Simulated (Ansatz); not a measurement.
Gas-phase electronic energies from Ansatz, PBE0-D4/def2-TZVP geometries. CCSD(T)/CBS is the MP2 limit (def2-TZVPP, def2-QZVPP) plus CCSD(T) − MP2 in def2-TZVPP, frozen cores. Elements past krypton have def2 core potentials. For Sn outer-core shells are correlated without core-valence functions, which leaves a few kJ/mol of doubt a bond. Each species was taken in one conformer, which may not be the lowest.

`[CH3][SnH]([CH3])[SiH3]` + `OBCO` → `OCBO[SiH3]` + `[CH3][SnH2][CH3]`  (cleavage of the Si–Sn bond)

| species | CCSD(T)/CBS(def2) energy (Eh) |
| --- | --- |
| `[CH3][SnH]([CH3])[SiH3]` | -585.22777 |
| `OBCO` | -216.24147 |
| `OCBO[SiH3]` | -506.55004 |
| `[CH3][SnH2][CH3]` | -294.93634 |

(1) Work out ΔE.

Largest T1 diagnostic among the species: 0.012.

Results:

(1) ΔE = (-506.55004) + (-294.93634) − (-585.22777) − (-216.24147) = -0.01714 Eh = -45.0 kJ/mol.

In def2-TZVPP, CCSD(T) changes the Hartree–Fock value by +30.9 kJ/mol (the triples alone add +4.4 kJ/mol) and MP2 by +30.1 kJ/mol. From PBE to PBE0 (25 % exact exchange), in def2-TZVPP and without D4, ΔE moves by −7.9 kJ/mol. The D4 term adds +3.4 kJ/mol with B3LYP and +2.1 kJ/mol with PBE0; it sums over pairs of atoms, weighted by their polarisabilities, and B3LYP, whose exchange is more repulsive, gets the larger term.

B3LYP here is the variant with VWN-RPA as its local correlation; programs differ in this.
